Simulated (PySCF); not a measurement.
# Reading the logs of faulty runs: BCClH4Si

Calculated results; nothing here was measured. They come from PySCF 2.14.0, an open-source quantum chemistry program, on an isolated molecule that a program drew, which may never have been made. The molecule is BCClH4Si (charge 0, singlet), drawn as the SMILES string `B=C[SiH2]Cl`.

Each row is a Hartree-Fock (HF) and frozen-core CCSD(T) single point in the cc-pV(D+d)Z basis, meant for a local HF minimum. Run 1 is clean. Each other run has one planted mistake out of seven kinds, and not every kind appears here: one electron removed, one electron added, multiplicity raised by two, geometry at a saddle point, minimal basis STO-3G, one bond length entered in bohr, all coordinates scaled. The reference is restricted for singlets and unrestricted otherwise, and also for a bond in bohr. Adding or removing an electron swaps singlet and doublet. Electrons count all cores. HOMO and LUMO are orbital energies over both spins, the gradient is its largest component, and the lowest frequency (negative if imaginary) is given only where the gradient is small. Bond lengths are over the 7 bonds as drawn. T1 is the CCSD diagnostic: over 0.02 (restricted) or 0.045 (unrestricted) a single reference is doubtful.

Geometry of the clean run:
```xyz
8
BCClH4Si, angstrom
B    -0.0054   -0.3710    0.0841
C    -0.4941   -0.4804   -1.2019
Si   -0.2229    0.9020   -2.3803
Cl    0.9835    0.3217   -3.9793
H     0.4301   -0.2312    1.1669
H    -1.0444   -1.3544   -1.5389
H     0.4670    2.0192   -1.7074
H    -1.4771    1.3737   -2.9917
```

| run | electrons | basis functions | <S^2> | HOMO (eV) | LUMO (eV) | gradient (hartree/bohr) | lowest frequency (cm^-1) | mean bond (Å) | longest bond (Å) | T1 | HF (hartree) | CCSD(T) (hartree) | mistake |
|---|---|---|---|---|---|---|---|---|---|---|---|---|---|
| 1 | 46 | 94 | 0.000 | -9.69 | 1.86 | 2.3e-05 | 102 | 1.5018 | 2.085 | 0.0128 | -813.32953 | -813.83515 | no fault |
| 2 | 46 | 32 | 0.000 | -7.70 | 6.33 | 4.7e-02 | - | 1.5018 | 2.085 | 0.0114 | -804.26903 | -804.45556 | minimal basis STO-3G |
| 3 | 45 | 94 | 0.756 | -16.36 | -7.09 | 6.7e-02 | - | 1.5018 | 2.085 | 0.0186 | -813.02581 | -813.48747 | one electron removed |
| 4 | 47 | 94 | 0.781 | -0.26 | 8.70 | 6.1e-02 | - | 1.5018 | 2.085 | 0.0146 | -813.29869 | -813.81775 | one electron added |
| 5 | 46 | 94 | 0.000 | -10.05 | 2.27 | 5.7e-02 | - | 1.4101 | 1.958 | 0.0117 | -813.29458 | -813.79439 | ? |

**Which mistake was planted in run 5, and what did it cost?**

The mean and the longest bond both change by the same factor, 0.939, and the gradient is no longer small. So the mistake is: all coordinates scaled. Subtracting run 1 and multiplying by 627.51 kcal/mol a hartree, the energy moved by 21.9 kcal/mol in HF and 25.6 kcal/mol in CCSD(T).

Cautions from the logs. Run 4: the added electron raises the CCSD(T) energy, so it isn't bound in this basis.
